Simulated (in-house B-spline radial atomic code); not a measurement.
## Ionising neutral cerium with different functionals

Computed with a B-spline radial code for spherical atoms: four-component Dirac-Coulomb Hamiltonian, Fermi nucleus of rms radius 4.8771 fm, spin-restricted, spherical fractional occupations for the functionals, and exact exchange of hybrids averaged over the configuration. The ionisation energy is the difference of two self-consistent energies, [Xe] 4f1 5d1 6s2 → [Xe] 4f1 5d2, without Breit or QED terms; ε is the level of the shell that loses the electron (mean over j). The two configurations differ by more than the removed electron. The electron is taken from both j subshells in proportion to 2j + 1, so the result is a j average, not the step between ground levels.

| method | rung | ΔSCF (eV) | -ε(6s) (eV) |
| --- | --- | --- | --- |
| PBE0 | global hybrid | 6.00 | 4.23 |
| B3LYP | global hybrid | ? | ? |
| wB97X | range-separated hybrid | ? | ? |
| LC-wPBE | range-separated hybrid | 5.57 | 5.72 |

Q: What does wB97X give?

A: ΔSCF 5.99 eV, and -ε(6s) = 5.69 eV.

Q: What does B3LYP give?

A: ΔSCF 6.23 eV, and -ε(6s) = 4.11 eV.

Q: Among the functionals, which spreads more, the ΔSCF values or the orbital energies?

A: The orbital energies: ΔSCF values span about 0.66 eV and the orbital energies 1.60 eV.

Q: How do they compare with the NIST value?

A: NIST lists 5.539 eV (measured, ground level to ground level). Errors run from +0.03 to +0.69 eV; LC-wPBE is closest (+0.03 eV), but part of that can be cancellation, since the calculations leave out Breit-QED terms, spin polarisation, the choice among j levels, multiplet and fine-structure energies.
